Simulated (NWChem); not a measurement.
# GaF, singlet; SMILES [F][Ga]

All runs: NWChem. Low-valent species are run as closed-shell singlets; no triplet was tried in these runs. The geometry was optimised at PBE0/def2-SVP.

Diagonal of the polarisability tensor at PBE0/aug-cc-pVDZ, 1065 nm: 32.94, 32.94, 35.34 bohr³.

Find the mean polarisability volume, the molar refraction, and the refractive index that an ideal gas of it would have at 273.15 K and 1 atm.


1. Mean: one third of the trace = 33.74 bohr³ × 0.14818 Å³/bohr³ = 5.00 Å³.
2. Molar refraction (Lorentz-Lorenz): (4π/3) N_A α = 12.6 cm³/mol.
3. Number density p/kT = 2.687 × 10⁻⁵ Å⁻³; n − 1 = 2π N α = 8.44 × 10⁻⁴.
